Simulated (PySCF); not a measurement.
Species: C4H8N2PSi (doublet state).
Z-matrix (Å and degrees, GFN2-xTB geometry), rows numbered from 1:
```
C 
N   1  1.2627
C   2  1.3027  1  130.03
C   3  1.3284  2  138.62  1  -146.57
C   4  1.4942  3  107.96  2   177.72
Si  5  1.9350  4   90.82  3    -1.15
N   6  1.6402  3  109.22  2   -49.77
P   6  2.2527  3  100.89  2    75.04
H   1  1.0887  2  122.44  3     4.20
H   1  1.0785  2  118.27  3  -175.94
H   4  1.0799  3  127.12  2    -1.24
H   5  1.0914  4  112.32  3   121.95
H   5  1.0893  4  111.77  3  -117.19
H   7  1.0097  6  123.38  3   -90.09
H   8  1.3827  6   93.36  3   -72.53
H   8  1.3817  6   92.66  3  -164.98
```

The hyperfine couplings belong to this conformer and change with its torsions.

Identity: `C=NC1=CC[Si@]1([NH])P` [radical].

Level of theory: UKS B3LYP, pcH-1 on C H N P Si, non-relativistic, mean-field spin-orbit, GIAO in PySCF 2.14.0. One conformer (not necessarily the lowest) at the GFN2-xTB geometry, without solvent, vibrations or thermal averaging. The geometry wasn't refined by DFT: couplings that depend on bond lengths, twists or pyramidal angles can differ widely from those at the functional's own minimum. The frame is twisted about the N2–C3 bond at this geometry (dihedral C1–N2–C3–Si6 = 29°); couplings at other torsion angles weren't computed. The SCF solution wasn't tested for stability.

**Question.** Where do the isotropic ENDOR lines of N7, H14, H9, H11, H12, H10, H15/H16, H13 and P8 fall at 1209.1 mT, to first order?

**Answer.** ν± = |νn ± a/2|, one line for each electron-spin manifold; νn = |g_N| × 7.62259 MHz/T × B.

| nuclei | isotope | g_N | νn (MHz) | a_iso (MHz) | lower line (MHz) | upper line (MHz) |
| --- | --- | --- | --- | --- | --- | --- |
| N7 | 14N | 0.4038 | 3.72 | 17.69 | 5.12 | 12.56 |
| H14 | 1H | 5.5857 | 51.48 | -35.30 | 33.83 | 69.13 |
| H9 | 1H | 5.5857 | 51.48 | 32.81 | 35.07 | 67.89 |
| H11 | 1H | 5.5857 | 51.48 | 31.88 | 35.54 | 67.42 |
| H12 | 1H | 5.5857 | 51.48 | 25.40 | 38.78 | 64.18 |
| H10 | 1H | 5.5857 | 51.48 | 18.91 | 42.03 | 60.93 |
| H15/H16 | 1H | 5.5857 | 51.48 | -3.78 | 49.59 | 53.37 |
| H13 | 1H | 5.5857 | 51.48 | 1.60 | 50.68 | 52.28 |
| P8 | 31P | 2.2632 | 20.86 | -7.37 | 17.17 | 24.55 |

**Question.** Which pairs are centred on the nuclear Larmor frequency, and which on half the coupling?

**Answer.** Centred on νn, since |a| < 2νn: H14, H9, H11, H12, H10, H15/H16, H13 and P8. Centred on |a|/2 and split by 2νn: N7.

**Question.** At what field would the lower line of H12 fall to zero frequency?

**Answer.** Where νn = |a|/2, that is B = 12.70 MHz/(5.5857 × 7.62259 MHz/T) = 298 mT, as far as first order holds there.

Couplings of abundant isotopes left out: N2 (7.2 MHz).

Nuclei that the bonding pattern makes equivalent are averaged, as if the motion that swaps them (rotation, inversion, ring flip) were fast.

Largest spin populations (Mulliken): N7 (+0.60), C3 (+0.20), N2 (+0.12) and Si6 (-0.10). The positive populations add up to 1.12 and the negative ones to -0.12, together 2S = 1.

Time: 2.6 min wall (grids of density and orbitals included); peak memory 1.1 GiB. Hardware: an Arm Neoverse V2 with one thread, on a shared host.
